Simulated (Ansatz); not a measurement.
```yaml
crystal:
  periodic: [false, false, false]
  atoms:
    - {symbol: O, position_ang: [-1.124622, -1.024516, -0.104646]}
    - {symbol: Sn, position_ang: [-1.181951, 0.830954, -0.722647]}
    - {symbol: S, position_ang: [1.169394, 1.466296, -0.266662]}
    - {symbol: H, position_ang: [-0.525984, -1.400324, 0.481388]}
    - {symbol: H, position_ang: [1.509028, 0.159296, 0.410321]}
basis:
  gaussian: {orbitals: def2-mTZVPP, fitting: {mean_field: cc-pVTZ-jkfit}}
magnetization: {spin_polarized: true, initial_magnetization: 8}
hamiltonian: {xc: {name: LC-wPBE}, pseudopotentials: {relativity: scalar}}
output: {forces: true}
```

```sh
$ ansatz run in.yaml --threads 4 --pin off --events-out ev --progress --plain --max-ram 10444MiB
```

Q: How does Ansatz answer? (Best estimate.)

A: Ansatz gave: The input was rejected before any iteration.
```
Functional definition: LC-wPBE
Error: <dir> the basis set cc-pVTZ-JKFIT has no functions for Sn
```
